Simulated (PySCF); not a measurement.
**Computed properties of C4H7F, SMILES F/C(=C/C)C**

(E)-2-fluorobut-2-ene (C₄H₇F), SMILES C/C=C(\C)F. Coordinates come from a ωB97X-D3(BJ)/def2-SVP optimisation. Other conformers were not sampled. All values are computed for the isolated molecule unless a solvent is named; none is compared with measurement here.

**Structure.** The optimised structure has Cs symmetry. All 30 harmonic modes at ωB97X-D3(BJ)/def2-SVP (PySCF) are real, so it is a minimum. With heavy atoms numbered as in [CH3:1]/[CH:2]=[C:3](\[CH3:4])[F:5], the shortest bond between them is C2–C3 at 1.333 Å and the longest C1–C2 at 1.502 Å.

**Vibrations.** The strongest infrared lines (harmonic, unscaled, degenerate partners summed) lie at 1247 cm⁻¹ (113 km/mol, C 53 %, H 35 %, F 12 %), 1837 cm⁻¹ (62 km/mol, C 95 %), 1440 cm⁻¹ (34 km/mol, C 52 %, H 47 %). The softest mode is at 127 cm⁻¹ and the zero-point energy is 63.5 kcal/mol.

**Electronic structure.** B3LYP/def2-TZVP (PySCF) places the frontier levels at -6.64 and 0.48 eV, a gap of 7.12 eV, and gives a dipole moment of 1.73 D and a mean polarisability of 51.1 bohr³. PBE/def2-TZVP (PySCF) at the same geometry gives -5.64 and -0.28 eV, so its gap is 1.76 eV narrower. An orbital gap is neither the optical nor the fundamental gap.

**Excitations.** TDDFT-CAM-B3LYP/def2-SVPD (PySCF) has S1 at 6.67 eV (186 nm, f = 0.000, dark); the most intense of the 10 singlets computed lies at 7.28 eV (f = 0.46). T1 (TDA) is at 4.33 eV. TDDFT-PBE/def2-SVPD (PySCF) puts S1 at 5.80 eV. No vertical singlet excitation falls in the visible range (under 3.1 eV).

**NMR.** GIAO shifts at B3LYP/pcSseg-1 (PySCF) (non-relativistic, atoms alike by connectivity averaged): ¹³C from 16.7 to 169.6 ppm against TMS; ¹H from 2.0 to 5.4 ppm against TMS; ¹⁹F at -101.6 ppm against CFCl3.

**Solvation.** SMD-ωB97X/6-31G* (PySCF) gives 0.7 kcal/mol in water, -3.5 kcal/mol in chloroform, -2.9 kcal/mol in ethanol (1 M in both phases, gas-phase geometry); of these solvents chloroform holds the molecule best.
